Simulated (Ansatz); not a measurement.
Reactions of H₈N₂SSi₂, SMILES `N[SiH2]S[SiH2]N`.

Isolated molecules relaxed with PBE0-D4/def2-TZVP in Ansatz; ΔE leaves out vibrations. CCSD(T)/CBS adds triple-zeta CCSD(T) − MP2 to the extrapolated MP2 energy (def2 sets, frozen cores). This one scheme is used for every species, atoms too. Open shells (•) are unrestricted, without spin–orbit coupling. Spin–orbit coupling would lower the free atoms: a little for F. One conformer a species, not always the lowest.

(1) Order these by ΔE at CCSD(T)/CBS, lowest first. (Estimate.)
A. `N[SiH2]S[SiH2]N` + `C=N` → `C=N[SiH2]N` + `N[SiH2]S`
B. `N[SiH2]S[SiH2]N` + `[SiH3]`• → `N[SiH]S[SiH2]N`• + SiH₄
C. `N[SiH2]S[SiH2]N` + `N[SiH](O)Cl` → `N[SiH2]O[SiH](N)Cl` + `N[SiH2]S`
D. `N[SiH2]S[SiH2]N` + CH₃NH₂ → `CN[SiH2]N` + `N[SiH2]S`
E. `N[SiH2]S[SiH2]N` + `[OH]`• → `N[SiH]S[SiH2]N`• + H₂O
F. `N[SiH2]S[SiH2]N` + `SS` → `N[SiH2]SS` + `N[SiH2]S`
G. `N[SiH2]S[SiH2]N` + F• → `N[SiH]S[SiH2]N`• + H–F
H. `N[SiH2]S[SiH2]N` + H₂ → `N[SiH3]` + `N[SiH2]S`

Largest T1 diagnostic: 0.015, for `[SiH3]`•.

Results:

(1) G (-1.99 eV), E (-1.30 eV), C (-0.47 eV), B (-0.03 eV), F (+0.09 eV), D (+0.19 eV), A (+0.36 eV), H (+0.68 eV).
